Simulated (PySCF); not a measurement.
ClGa, charge -1, doublet, geometry from GFN2-xTB (such geometries of metal compounds can be far from the true shape) (a state made from the parent by changing its charge; the spin is typed, not shown lowest); SVWN5/def2-SVP (PySCF).

Input for PySCF:
```python
from pyscf import gto, scf, dft

mol = gto.Mole()
mol.atom = '''
    Ga   -0.000000   -0.000000   -0.854968
    Cl    0.000000    0.000000    1.559059
'''
mol.basis = 'def2-svp'
mol.charge = -1
mol.spin = 1
mol.verbose = 4
mol.build()

mf = dft.UKS(mol)
mf.xc = 'lda,vwn'
mf.kernel()
```

**Question.** What does PySCF print? Leave out banner, timings and long lists.

**Answer.** 
```
PySCF version 2.14.0

[INPUT] verbose = 4
[INPUT] num. atoms = 2
[INPUT] num. electrons = 49
[INPUT] charge = -1
[INPUT] spin (= nelec alpha-beta = 2S) = 1
[INPUT] symmetry False subgroup None
[INPUT] Mole.unit = angstrom
[INPUT] Symbol           X                Y                Z      unit          X                Y                Z       unit  Magmom
[...]
nuclear repulsion = 115.523310283953
number of shells = 20
number of NR pGTOs = 110
number of NR cGTOs = 50
basis = def2-svp
ecp = {}

******** <class 'pyscf.dft.uks.UKS'> ********
method = UKS
initial guess = minao
damping factor = 0
level_shift factor = 0
DIIS = <class 'pyscf.scf.diis.CDIIS'>
diis_start_cycle = 1
diis_space = 8
diis_damp = 0
SCF conv_tol = 1e-09
SCF conv_tol_grad = None
SCF max_cycles = 50
direct_scf = True
direct_scf_tol = 1e-13
number electrons alpha = 25  beta = 24
XC library pyscf.dft.libxc version 7.1.2
    S. Lehtola, C. Steigemann, M. J. T. Oliveira, and M. A. L. Marques,  SoftwareX 7, 1–5 (2018)
XC functionals = lda,vwn
    P. A. M. Dirac,  Math. Proc. Cambridge Philos. Soc. 26, 376 (1930)
    F. Bloch,  Z. Phys. 57, 545 (1929)
    S. H. Vosko, L. Wilk, and M. Nusair,  Can. J. Phys. 58, 1200 (1980)
radial grids:
    Treutler-Ahlrichs [JCP 102, 346 (1995); DOI:10.1063/1.469408] (M4) radial grids

becke partition: Becke, JCP 88, 2547 (1988); DOI:10.1063/1.454033
pruning grids: <function nwchem_prune>
grids dens level: 3
symmetrized grids: False
atomic radii adjust function: <function treutler_atomic_radii_adjust>
small_rho_cutoff = 0
Set gradient conv threshold to 3.16228e-05
tot grids = 39784
init E= -2379.58972551371

cycle= 1 E= -2380.14311050648  delta_E= -0.553  |g|= 0.448  |ddm|= 0.983
cycle= 2 E= -2379.73725579856  delta_E= 0.406  |g|= 0.941  |ddm|= 1.62
cycle= 3 E= -2380.19465239734  delta_E= -0.457  |g|= 0.162  |ddm|= 1.57
cycle= 4 E= -2380.21121720159  delta_E= -0.0166  |g|= 0.0692  |ddm|= 0.327
cycle= 5 E= -2380.21175431278  delta_E= -0.000537  |g|= 0.0442  |ddm|= 1.19
cycle= 6 E= -2380.21383369237  delta_E= -0.00208  |g|= 0.0144  |ddm|= 1.18
cycle= 7 E= -2380.21269128484  delta_E= 0.00114  |g|= 0.0325  |ddm|= 1.18
cycle= 8 E= -2380.2129023208  delta_E= -0.000211  |g|= 0.0298  |ddm|= 0.00655
cycle= 9 E= -2380.21303823249  delta_E= -0.000136  |g|= 0.0279  |ddm|= 0.00414
cycle= 10 E= -2380.21233643331  delta_E= 0.000702  |g|= 0.0364  |ddm|= 1.18
cycle= 11 E= -2380.21256192848  delta_E= -0.000225  |g|= 0.0339  |ddm|= 0.00593
[...]
cycle= 21 E= -2380.21262319599  delta_E= 0.000831  |g|= 0.0332  |ddm|= 1.18
cycle= 22 E= -2380.21336395523  delta_E= -0.000741  |g|= 0.0229  |ddm|= 1.18
cycle= 23 E= -2380.21231108779  delta_E= 0.00105  |g|= 0.0367  |ddm|= 1.18
cycle= 24 E= -2380.21195208771  delta_E= 0.000359  |g|= 0.0404  |ddm|= 0.00988
cycle= 25 E= -2380.21140284112  delta_E= 0.000549  |g|= 0.0454  |ddm|= 0.0115
cycle= 26 E= -2380.21126782991  delta_E= 0.000135  |g|= 0.0465  |ddm|= 0.00542
cycle= 27 E= -2380.21245773704  delta_E= -0.00119  |g|= 0.0351  |ddm|= 0.0315
cycle= 28 E= -2380.21229817267  delta_E= 0.00016  |g|= 0.0369  |ddm|= 1.18
cycle= 29 E= -2380.21304525606  delta_E= -0.000747  |g|= 0.0278  |ddm|= 1.17
cycle= 30 E= -2380.2115748658  delta_E= 0.00147  |g|= 0.0439  |ddm|= 0.0708
cycle= 31 E= -2380.21230167409  delta_E= -0.000727  |g|= 0.0368  |ddm|= 1.18
cycle= 32 E= -2380.21235691431  delta_E= -5.52e-05  |g|= 0.0363  |ddm|= 0.0255
cycle= 33 E= -2380.21231704468  delta_E= 3.99e-05  |g|= 0.0367  |ddm|= 0.0089
cycle= 34 E= -2380.21229456744  delta_E= 2.25e-05  |g|= 0.0369  |ddm|= 0.0178
cycle= 35 E= -2380.21228619856  delta_E= 8.37e-06  |g|= 0.037  |ddm|= 0.00622
cycle= 36 E= -2380.21229914095  delta_E= -1.29e-05  |g|= 0.0369  |ddm|= 0.00911
cycle= 37 E= -2380.21221969912  delta_E= 7.94e-05  |g|= 0.0377  |ddm|= 0.0167
cycle= 38 E= -2380.21308967873  delta_E= -0.00087  |g|= 0.0273  |ddm|= 1.18
cycle= 39 E= -2380.21345703215  delta_E= -0.000367  |g|= 0.0213  |ddm|= 0.698
cycle= 40 E= -2380.21346151914  delta_E= -4.49e-06  |g|= 0.0212  |ddm|= 0.734
cycle= 41 E= -2380.21307725703  delta_E= 0.000384  |g|= 0.0274  |ddm|= 1.17
cycle= 42 E= -2380.21259420764  delta_E= 0.000483  |g|= 0.0336  |ddm|= 0.449
cycle= 43 E= -2380.21311539721  delta_E= -0.000521  |g|= 0.0268  |ddm|= 0.189
cycle= 44 E= -2380.21275346964  delta_E= 0.000362  |g|= 0.0317  |ddm|= 1.07
cycle= 45 E= -2380.21275793817  delta_E= -4.47e-06  |g|= 0.0316  |ddm|= 0.0781
cycle= 46 E= -2380.21249133938  delta_E= 0.000267  |g|= 0.0348  |ddm|= 0.22
cycle= 47 E= -2380.21211963895  delta_E= 0.000372  |g|= 0.0387  |ddm|= 0.146
cycle= 48 E= -2380.21281311608  delta_E= -0.000693  |g|= 0.0309  |ddm|= 0.152
cycle= 49 E= -2380.2131110083  delta_E= -0.000298  |g|= 0.0269  |ddm|= 1.15
cycle= 50 E= -2380.21344911627  delta_E= -0.000338  |g|= 0.0214  |ddm|= 0.132
SCF not converged.
SCF energy = -2380.21344911627 after 50 cycles  <S^2> = 0.75104692  2S+1 = 2.0010466
```

The run did not converge; its last values are not results.
